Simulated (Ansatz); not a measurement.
Reaction (substitution at a C–Si bond): `C=C([SiH3])Br` + H–F → `C=C(F)Br` + SiH₄

Computed with Ansatz on PBE0-D4/def2-TZVP structures; ΔE is electronic, products minus reactants. CCSD(T)/CBS adds triple-zeta CCSD(T) − MP2 to the extrapolated MP2 energy (def2 sets, frozen cores). This one scheme is used for every species. Functionals use def2-TZVPP. For Br outer-core shells are correlated without core-valence functions, which leaves a few kJ/mol of doubt a bond. Scalar relativity is left out up to krypton.

```csv
species,PBE0-D4 energy (Eh)
`C=C([SiH3])Br`,-2942.36263
H–F,-100.39410
`C=C(F)Br`,-2750.96988
SiH₄,-291.75788
```

Q: Work out ΔE.

A: ΔE = (-2750.96988) + (-291.75788) − (-2942.36263) − (-100.39410) = 0.02897 Eh = +76.1 kJ/mol. CCSD(T)/CBS gives +93.2 kJ/mol.

Largest T1 diagnostic among the species: 0.011.

The D4 term adds +10.2 kJ/mol with B3LYP and +5.6 kJ/mol with PBE0; it sums over pairs of atoms, weighted by their polarisabilities, and B3LYP, whose exchange is more repulsive, gets the larger term. In def2-TZVPP, CCSD(T) changes the Hartree–Fock value by +16.6 kJ/mol (the triples alone add +1.5 kJ/mol) and MP2 by +28.5 kJ/mol. From PBE to PBE0 (25 % exact exchange), in def2-TZVPP and without D4, ΔE moves by +7.4 kJ/mol.

B3LYP here is the variant with VWN-RPA as its local correlation; programs differ in this.
